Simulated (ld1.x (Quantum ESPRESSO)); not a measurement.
oxygen, TM: configuration errors across variants

* Element: oxygen
* Generator: ld1.x (Quantum ESPRESSO) 7.5
* Type: norm-conserving Troullier–Martins (Kleinman–Bylander form)
* Functional: PBE
* Relativity: scalar-relativistic
* Frozen core: [He]
* Valence charge: 6
* Reference configuration: 2s2 2p2.5 (charge +1.5)
* Partial waves: 2s (bound): rc 0.65 bohr; 3d channel at 0.45 Ry: rc 1.75 bohr; 2p (bound): rc 2.00 bohr
* Local potential: the p channel
* Core correction: none

All-electron excitation energies from the reference (eV): (1) 2s2 2p4 -30.874; (2) 2s2 2p3 -14.443; (3) 2s2 2p2 19.143; (4) 2s2 2p1 73.012; (5) 2s2 2p4.3 -32.997; (6) 2s1 2p4 0.786; (7) 2s0 2p6 -0.937.

Errors AE − PS in meV (a dash: test not solved or not reliable):

| change | (1) | (2) | (3) | (4) | (5) | (6) | (7) | bound ghosts |
| --- | --- | --- | --- | --- | --- | --- | --- | --- |
| base | +48 | +28 | +59 | +916 | +15 | +209 | +687 | none |
| core correction a·sin(br)/r model core inside 0.30 bohr | +47 | +28 | +59 | +912 | +14 | +196 | +660 | none |
| core correction a·sin(br)/r model core inside 0.36 bohr | +48 | +28 | +59 | +914 | +15 | +197 | +661 | none |
| core correction a·sin(br)/r model core inside 0.44 bohr | +49 | +28 | +60 | +922 | +16 | +198 | +665 | none |
| core correction a·sin(br)/r model core inside 0.50 bohr | +46 | +27 | +59 | +911 | +13 | +198 | +664 | none |
| core correction a·sin(br)/r model core inside 0.56 bohr | +45 | +27 | +58 | +900 | +11 | +198 | +668 | none |
| core correction a·sin(br)/r model core inside 0.62 bohr | +47 | +28 | +59 | +908 | +14 | +205 | +693 | none |
| core correction a·sin(br)/r model core inside 0.76 bohr | +48 | +28 | +59 | +914 | +15 | +210 | +697 | none |

Give the same row for: core correction a·sin(br)/r model core inside 0.72 bohr.

+48, +28, +59, +914, +15, +210, +701; bound ghosts: none.
